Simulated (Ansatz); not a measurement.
Frontier orbitals of CF₆Si (`FC(F)(F)[Si](F)(F)F`).

Total charge 0; spin multiplicity 1. The geometry is a stationary point of PBE0-D4/def2-TZVP. Basis def2-TZVPP, Ansatz.

| functional | HOMO (eV) | LUMO (eV) |
| --- | --- | --- |
| LDA (SPW92) | -9.08 | -0.77 |

(1) Give HOMO and LUMO (eV) with PBE, revPBE, BLYP, r2SCAN, B97M-V, PBE0, B3LYP, r2SCANh, r2SCAN0, HSE06 (plane-wave form), BHLYP, CAM-B3LYP, LC-ωPBE, ωB97X-V, ωB97M-V, HF. (An estimate is asked.)

Results:

(1) The calculation gave: 
| functional | HOMO | LUMO |
| --- | --- | --- |
| PBE | -8.82 | -0.36 |
| revPBE | -8.72 | -0.19 |
| BLYP | -8.79 | -0.32 |
| r2SCAN | -9.23 | 0.03 |
| B97M-V | -9.32 | -0.05 |
| PBE0 | -10.59 | 0.63 |
| B3LYP | -10.39 | 0.29 |
| r2SCANh | -9.89 | 0.37 |
| r2SCAN0 | -10.88 | 0.87 |
| HSE06 (plane-wave form) | -10.18 | 0.25 |
| BHLYP | -12.38 | 1.46 |
| CAM-B3LYP | -12.15 | 1.53 |
| LC-ωPBE | -13.37 | 3.00 |
| ωB97X-V | -13.04 | 2.79 |
| ωB97M-V | -12.92 | 2.38 |
| HF | -15.03 | 3.84 |

B3LYP here is the variant with VWN-RPA as its local correlation; programs differ in this. LC-ωPBE has ω = 0.4 bohr⁻¹. Positive LUMOs are unbound and depend on the basis.
